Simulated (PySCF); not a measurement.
A structure optimised at PBE0-D3(BJ)/def2-TZVPD, used in a PySCF frequency run:

```xyz
2

K      0.0000     0.0000    -1.2723
Cl     0.0000     0.0000     1.4220
```
Charge 0, spin multiplicity 1.

Q: Write its SMILES, formula and point group.

A: [Cl][K], ClK, C∞v

Q: What are its rotational constants (standard atomic weights)?

A: 3.7445 GHz (linear rotor, B only)
